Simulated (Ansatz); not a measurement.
Cost and result for the atomization energy of `C[O][Sn]([CH3])([NH2])[Cl]` (14 atoms, 13 bonds).

```xyz
14

C    -1.095   -0.275    2.072
O    -0.194    0.546    1.369
Sn    0.057    0.356   -0.558
C     1.043   -1.428   -1.135
N     1.029    2.050   -1.002
Cl   -2.109    0.279   -1.470
H    -0.776   -1.327    2.086
H    -2.110   -0.231    1.659
H    -1.134    0.075    3.107
H     1.161   -1.440   -2.218
H     2.020   -1.466   -0.656
H     0.441   -2.282   -0.828
H     0.973    2.314   -1.978
H     0.692    2.828   -0.448
```

Total charge 0; spin multiplicity 1. Correlated methods include outer-core shells of Sn, which these sets cover unevenly. Sn: def2 effective core potential. All single points use the PBE0-D4/def2-TZVP geometry. It is one conformer, not always the lowest. Program: Ansatz. All runs use 2 threads of an AMD EPYC 7R13 on a shared host and a share of an NVIDIA H100 80 GB. Times are those of one run each, without the atoms' runs, and a repeat can differ threefold. Electronic energies, without spin–orbit coupling; frozen cores. CCSD(T)/CBS adds CCSD(T) − MP2 in def2-TZVPP to the MP2 limit, and its time is that of the two runs behind it. T1 = 0.012. With those shells the extrapolation isn't a true limit. B3LYP takes the VWN-RPA correlation (the form of Gaussian; ORCA's B3LYP/G).

CCSD(T)/CBS is a level of theory with its own doubt, some kJ/mol a heavy atom from the limit and from the frozen cores, so smaller differences don't rank the functionals.

```
                             level  functions  wall time  atomization (kJ/mol)  difference from CCSD(T)/CBS  per bond
                PBE0-D4/def2-TZVPP        328        9 s                4883.0                        -41.7      -3.2
                    MP2/def2-QZVPP        620       10 s                4924.9                          0.2       0.0
                ωB97X-V/def2-TZVPP        328       12 s                4915.6                         -9.1      -0.7
 B3LYP-D4/def2-TZVPP (with forces)        328       12 s                4882.1                        -42.6      -3.3
                 B2PLYP/def2-TZVPP        328       12 s                4829.0                        -95.7      -7.4
  ωB97M-V/def2-TZVPP (with forces)        328       13 s                4903.0                        -21.7      -1.7
   PBE-D4/def2-TZVPP (with forces)        328       14 s                4981.4                         56.7       4.4
r2SCAN-D4/def2-TZVPP (with forces)        328       14 s                4890.0                        -34.7      -2.7
                CCSD(T)/def2-TZVPP        328       20 s                4771.0                       -153.7     -11.8
                 CCSD(T)/CBS(def2)          –       30 s                4924.7                          0.0       0.0
```

In def2-TZVPP, CCSD(T) changes the Hartree–Fock value by +1332.8 kJ/mol (the triples alone add +81.3 kJ/mol) and MP2 by +1394.7 kJ/mol; breaking electron pairs costs correlation energy, which Hartree–Fock lacks. From PBE to PBE0 (25 % exact exchange), in def2-TZVPP and without D4, the atomization energy moves by −94.0 kJ/mol: exact exchange takes away binding that semilocal exchange gives to molecules. The D4 term adds +52.0 kJ/mol with B3LYP and +28.1 kJ/mol with PBE0; it sums over pairs of atoms, weighted by their polarisabilities, and B3LYP, whose exchange is more repulsive, gets the larger term.

Spin–orbit coupling would lower the free Sn atoms strongly, and the atomization energy with them, by more than many differences here. For some Ge, Se and Sn compounds the MP2-based and the directly extrapolated limit differ by 10 to 25 kJ/mol.
